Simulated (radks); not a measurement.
Co II, configuration [Ar] 3d8 (the NIST ground configuration). Method: Dirac Kohn-Sham, PBEsol, spin-unpolarised, spherical densities, finite nucleus; open shells fill j = l - 1/2 first; Fermi nuclear charge, rms radius 3.7875 fm; computed with a radial shooting solver on a logarithmic mesh with Libxc functionals. Some entries of the table are withheld. Estimate them.

orbital  occ.  eigenvalue (hartree)  <1/r> (bohr^-1)
1s1/2       2             -278.8162            27.02
2s1/2       2             -33.07992            5.834
2p1/2       2                   (1)            5.785
2p3/2       4                   (2)            5.674
3s1/2       2              -3.86816            1.827
3p1/2       2                   (3)            1.693
3p3/2       4                   (4)            1.667
3d3/2       4              -0.45246              (5)
3d5/2       4              -0.44596              (6)

Answer. 
(1) 2p1/2 eigenvalue (hartree): -28.72145
(2) 2p3/2 eigenvalue (hartree): -28.17726
(3) 3p1/2 eigenvalue (hartree): -2.57378
(4) 3p3/2 eigenvalue (hartree): -2.50679
(5) 3d3/2 <1/r> (bohr^-1): 1.236
(6) 3d5/2 <1/r> (bohr^-1): 1.228
